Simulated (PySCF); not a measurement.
B3LYP has the VWN-RPA correlation part, as in Gaussian. Delta-SCF ions had no search for a lower state. Excitations are Tamm–Dancoff values on a coarser integration grid. The basis has no diffuse functions, so Rydberg states are missing or too high.

Cartesian coordinates (Å):
SMILES: Bc1csc(F)c1
```xyz
11

B     -1.9051    -0.3448     0.2039
C     -0.4316     0.0053    -0.0223
C     -0.0404     1.0429    -0.8579
S      1.6684     1.2429    -0.9511
C      1.8875    -0.0969     0.1580
F      3.1182    -0.4510     0.4999
C      0.7151    -0.6516     0.5648
H     -2.7620     0.2945    -0.3566
H     -2.2193    -1.2519     0.9355
H     -0.6914     1.7046    -1.4283
H      0.6606    -1.4939     1.2541
```
Charge 0, multiplicity 1.

Task: What S1 excitation (TDA), S1–T1 gap (TDA), vertical ionisation energy (Delta-SCF), T1 excitation (TDA), HOMO, S1 oscillator strength, brightest of the four lowest singlets (TDA) and total energy does PySCF 2.14.0 with B3LYP-D3(BJ)/def2-TZVP // B3LYP-D3(BJ)/def2-SVP give?

Result: 
- S1 excitation (TDA): 4.27 eV
- S1–T1 gap (TDA): 1.26 eV
- vertical ionisation energy (Delta-SCF): 9.04 eV
- T1 excitation (TDA): 3.01 eV
- HOMO: -6.93 eV
- S1 oscillator strength: 0.026
- brightest of the four lowest singlets (TDA): 5.20 eV
- total energy: -677.8403 Ha
